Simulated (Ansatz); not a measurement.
Geometry optimisation, RHF/def2-SVP (Ansatz).

Input file:

```yaml
crystal:
  periodic: [false, false, false]
  atoms:
    - { symbol: Ge, position_ang: [0.0, 0.0, 0.0] }
    - { symbol: H, position_ang: [0.0, 0.0, 1.9] }
    - { symbol: O, position_ang: [1.6691, 0.0, -0.5894] }
    - { symbol: H, position_ang: [1.9855, -0.9521, -0.7061] }
    - { symbol: O, position_ang: [-0.8337, 1.4443, -0.5894] }
    - { symbol: H, position_ang: [-1.7915, 1.2136, -0.8118] }
    - { symbol: O, position_ang: [-0.8337, -1.4443, -0.5894] }
    - { symbol: H, position_ang: [-1.2883, -1.91, 0.183] }
    - { symbol: S, position_ang: [1.3373, 2.0168, 0.8041] }
    - { symbol: H, position_ang: [2.4142, 1.5819, 1.5858] }
    - { symbol: H, position_ang: [0.5398, 0.814, 1.9513] }
basis:
  gaussian: { orbitals: def2-SVP }
hamiltonian:
  xc: hf
relax:
  f_tol: 0.15
  max_steps: 25
  restrain:
    - { distance: [0, 8], at: 2.25, k: 30.0 }
    - { distance: [10, 1], at: 0.66, k: 30.0 }
    - { distance: [0, 1], at: 2.75, k: 30.0 }
    - { distance: [10, 8], at: 2.6, k: 30.0 }
```

Run as:

```bash
$ ansatz run input.yaml --threads 2 --pin off --max-ram 3072MiB --backend cpu --events-out ev --progress --plain --runs-dir out
```

Problem. Where does it end, and by what steps?

Solution. The forces met the threshold. The restraints hold the end off the free minimum; the threshold counts their pulls, which the force column leaves out. Restrained pairs: Ge1–S9 (2.55 → 2.23 Å), H2–H11 (0.98 → 0.71 Å), Ge1–H2 (1.90 → 2.76 Å), S9–H11 (1.84 → 2.61 Å). After 19 steps the energy has fallen by 5.209 eV (the restraints' own energy left out); H8 moved furthest, 1.52 Å.

```csv
step,energy less start (eV),largest force component (eV/Å),accepted
0,0.0000,5.862,yes
1,-0.5043,4.360,yes
2,-1.2283,3.836,yes
3,-2.7936,3.061,yes
4,-3.7499,1.867,yes
5,-4.2768,0.621,yes
6,-4.5910,0.906,yes
7,-4.8665,1.206,yes
8,-5.0164,1.353,yes
9,-5.0631,0.765,no
10,-5.0679,1.279,yes
11,-5.0914,1.301,yes
12,-5.1241,1.303,yes
13,-5.1413,1.394,yes
14,-5.1741,1.338,no
15,-5.1527,1.404,yes
16,-5.1657,1.369,yes
17,-5.1830,1.263,yes
18,-5.2105,1.085,yes
19,-5.2087,1.540,yes
```

```xyz
11
Properties=species:S:1:pos:R:3
Ge 0.108 0.532 -0.182
H 0.917 -0.833 2.079
O 1.574 -0.194 -0.771
H 1.566 -1.138 -0.839
O -0.776 1.358 -1.438
H -1.167 0.815 -2.107
O -0.888 -0.807 0.340
H -1.613 -0.621 0.919
S 0.600 2.126 1.304
H 1.870 1.736 1.429
H 1.009 -0.210 2.404
```

Time of the run: 38 s on 2 threads of Arm Neoverse V2, with other jobs on the host, peak memory 0.3 GiB.
